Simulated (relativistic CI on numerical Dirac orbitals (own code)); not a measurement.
## V5+ in a cubic cluster: 3s photoemission with charge transfer

Computed with a charge-transfer multiplet model of a cubic metal-ligand cluster with up to 2 ligand holes, Slater and spin-orbit integrals from Dirac-Coulomb-Breit ions, Slater integrals scaled by 0.8. The ground state mixes d0 with configurations of k ligand holes L, whose averages lie at kΔ + k(k − 1)U_dd/2; a core hole lowers each added d electron by U_cd. 300 K, Lorentzian 1.4 eV and Gaussian 0.8 eV FWHM.

Atomic integrals in eV (Slater integrals scaled, ζ unscaled), ground: F2dd 8.057, F4dd 5.049, zeta_d 0.024; with the core hole: F2dd 8.057, F4dd 5.049, zeta_d 0.035, G2cd 9.386. Where a configuration has fewer than two d electrons, the dd integrals are those of d2.

Cluster parameters (eV): U_dd = 4.6, U_cd = 5.5, 10Dq = 2.05, 10Dq(ligand) = 1.2, V(eg) = 3.05, V(t2g) = -1.28, final-state hopping factor = 0.9.

```tsv
Case	n_d	d0	d1L	d2L2	S
Δ = -1.5 eV	1.05	0.20	0.55	0.25	0.00
Δ = -0.5 eV	0.98	0.24	0.55	0.21	0.00
Δ = 0.5 eV	0.90	0.28	0.54	0.18	0.00
Δ = 1.5 eV	0.82	0.33	0.52	0.15	0.00
Δ = 2.5 eV	0.74	0.38	0.49	0.12	0.00
```

Weights, n_d and S are thermal averages at 300 K. Binding energies count from the first peak over 30 % of the highest in each spectrum, which can be another peak from case to case. The parameters are a model scan and need not match a compound or its usual spin state. Peaks in eV (height, largest 100):
- Δ = -1.5 eV: 0.0 (100), 5.8 (12), 13.7 (7)
- Δ = -0.5 eV: 0.0 (100), 6.1 (11), 13.5 (7)
- Δ = 0.5 eV: 0.0 (100), 6.3 (10), 12.7 (7)
- Δ = 1.5 eV: 0.0 (100), 6.8 (9), 12.5 (8)
- Δ = 2.5 eV: 0.0 (100), 7.2 (9), 12.2 (7)

Curve for Δ = -1.5 eV (points under 2 left out, the grid thinned):

```json
{"E (eV)": "-3.3", "Intensity": "5.5"}
{"E (eV)": "-2.9", "Intensity": "7.1"}
{"E (eV)": "-2.5", "Intensity": "9.4"}
{"E (eV)": "-2.2", "Intensity": "12.1"}
{"E (eV)": "-1.8", "Intensity": "17.6"}
{"E (eV)": "-1.4", "Intensity": "27.6"}
{"E (eV)": "-1.1", "Intensity": "40.2"}
{"E (eV)": "-0.7", "Intensity": "65.9"}
{"E (eV)": "-0.3", "Intensity": "93.1"}
{"E (eV)": "0.1", "Intensity": "98.2"}
{"E (eV)": "0.5", "Intensity": "75.7"}
{"E (eV)": "0.8", "Intensity": "54.3"}
{"E (eV)": "1.2", "Intensity": "33.4"}
{"E (eV)": "1.6", "Intensity": "22.2"}
{"E (eV)": "1.9", "Intensity": "17.7"}
{"E (eV)": "2.3", "Intensity": "14.7"}
{"E (eV)": "2.7", "Intensity": "12.5"}
{"E (eV)": "3.1", "Intensity": "10.1"}
{"E (eV)": "3.5", "Intensity": "8.1"}
{"E (eV)": "3.8", "Intensity": "7.1"}
{"E (eV)": "4.2", "Intensity": "6.7"}
{"E (eV)": "4.6", "Intensity": "7.4"}
{"E (eV)": "4.9", "Intensity": "8.7"}
{"E (eV)": "5.3", "Intensity": "10.9"}
{"E (eV)": "5.7", "Intensity": "12.2"}
{"E (eV)": "6.1", "Intensity": "11.8"}
{"E (eV)": "6.5", "Intensity": "10.7"}
{"E (eV)": "6.8", "Intensity": "9.5"}
{"E (eV)": "7.2", "Intensity": "7.5"}
{"E (eV)": "7.6", "Intensity": "5.5"}
{"E (eV)": "7.9", "Intensity": "4.3"}
{"E (eV)": "8.3", "Intensity": "3.2"}
{"E (eV)": "8.7", "Intensity": "2.5"}
{"E (eV)": "9.1", "Intensity": "2.1"}
{"E (eV)": "11.5", "Intensity": "2.2"}
{"E (eV)": "11.8", "Intensity": "2.5"}
{"E (eV)": "12.2", "Intensity": "2.8"}
{"E (eV)": "12.6", "Intensity": "3.5"}
{"E (eV)": "12.9", "Intensity": "4.4"}
{"E (eV)": "13.3", "Intensity": "6.0"}
{"E (eV)": "13.7", "Intensity": "6.8"}
{"E (eV)": "14.1", "Intensity": "6.0"}
{"E (eV)": "14.5", "Intensity": "4.2"}
{"E (eV)": "14.8", "Intensity": "3.1"}
{"E (eV)": "15.2", "Intensity": "2.1"}
```

A d0 ion has no d-d gap: its lowest excitations are ligand-to-metal charge transfer. With the core hole the configuration with one ligand hole lies at Δ − U_cd = -7.0, -6.0, -5.0, -4.0, -3.0 eV from the one without, in the order of the table; where this is negative the screened configuration lies lower, though the effective hopping of about 5.8 eV (from the holes of the mixed ground state) mixes the two strongly wherever it is as large as the gap.

With at most 2 ligand holes the space is cut while the next configuration still counts, so covalency is underestimated, and a final configuration with one more ligand hole, which can lie low, is missing from the spectra.

Without intra-shell correlation the exchange splitting of the 3s hole comes out too large.
